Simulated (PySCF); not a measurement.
# CsB⁺: from constants to spectrum

UHF-CCSD(T) constants of CsB⁺, ²Σ⁺ (doublet), unpaired electrons σ ↑ (basis Cs def2-SVP with ECP46, B def2-SVP; scalar-relativistic core potentials; PySCF 2.14; masses 132.9054 and 11.0093 u):

- ωe: 104.9 cm⁻¹
- ωexe: 2.07 cm⁻¹
- Be: 0.111 cm⁻¹
- αe: 0.00232 cm⁻¹
- De to Cs⁺ + B: 0.218 eV

**Question.** What force constant and bond length do these constants imply?

**Answer.** Reduced mass μred = 10.167 u; k = 5.8918×10⁻⁷·μred·ωe² (u, cm⁻¹, mdyn/Å) = 0.0659 mdyn/Å; Re = √(16.8576/(μred·Be)) (u, cm⁻¹, Å) = 3.865 Å.

**Question.** Estimate the centrifugal constant D from the Kratzer relation and find the Dunham coefficient a1.

**Answer.** D = 4Be³/ωe² = 4.97e-07 cm⁻¹; a1 = −1 − αeωe/(6Be²) = -4.29.

Correlated steps freeze 1 core orbital. The bond is weak. Basis-set superposition, not corrected here, can be much of De in a small basis, most of all at correlated wavefunction levels. Spin–orbit coupling is left out, which matters for elements this heavy, above all for dissociation energies. For an ion De counts to the pair picked by the measured ionisation energies or electron affinities, which need not be the lowest pair at this level. The state was picked by a PBE0 search and need not be the measured ground state.
